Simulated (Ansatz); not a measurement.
A structure relaxed at PBE0-D4/def2-TZVP in Ansatz, charge 0, singlet:

Cartesian coordinates in Å:
```
Be -0.518 -0.591 -0.132
Be 1.634 1.680 0.695
Te 0.410 1.270 -1.084
Te -1.527 -2.358 0.522
```

Give its formula and point group.

Be₂Te₂. Point group Cs (tolerance 0.1 Å).

Summarise the bond lengths by kind (pairs closer than 1.2 times the sum of covalent radii, bridged metal pairs left out).

3 × Be–Te 2.14 to 2.29 Å.

In the def2 sets Te takes a core potential; there is no spin–orbit coupling. The restricted singlet is unstable towards broken spin symmetry in Hartree–Fock (as tested in another run); at PBE0-D4/def2-TZVP this wasn't settled. Another isomer (singlet) lies 3.16 eV lower at PBE0-D4/def2-TZVP; other spin states weren't run for this one.
